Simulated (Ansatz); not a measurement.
CH8B2InN, SMILES `CB[BH][InH][NH2]` at its PBE0-D4/def2-TZVP geometry, where that method's forces vanish. Charge 0, multiplicity 1. In: def2 effective core potential.

```xyz
13

C     0.2993    1.9794    0.9044
B    -0.7287    1.3946   -0.1259
B    -1.5249    0.0063   -0.1241
In   -0.2397   -1.5702   -1.1291
N     1.2246   -2.3790    0.0012
H     0.4855    1.3671    1.7873
H    -0.0837    2.9523    1.2385
H     1.2568    2.2008    0.4212
H    -0.8848    2.0174   -1.1557
H    -2.6167   -0.3477    0.2058
H    -0.2347   -2.1912   -2.7356
H     1.3108   -2.2303    0.9931
H     1.7362   -3.1995   -0.2810
```

Question: What forces (eV/Å) does ωB97M-V/def2-TZVPP give on these atoms in the Gaussian-basis code of Ansatz? (Best estimate.)

Answer: Ansatz gave: 
```
C1   0.065  0.032  0.066
B2  -0.038  0.116 -0.134
B3  -0.114 -0.142 -0.002
In4  0.006  0.008 -0.068
N5  -0.031 -0.028  0.002
H6  -0.009  0.047 -0.060
H7   0.026 -0.072 -0.023
H8  -0.074 -0.019  0.036
H9   0.014 -0.080  0.119
H10  0.147  0.082 -0.031
H11 -0.015  0.038  0.094
H12  0.020 -0.021 -0.033
H13  0.002  0.039  0.035
```
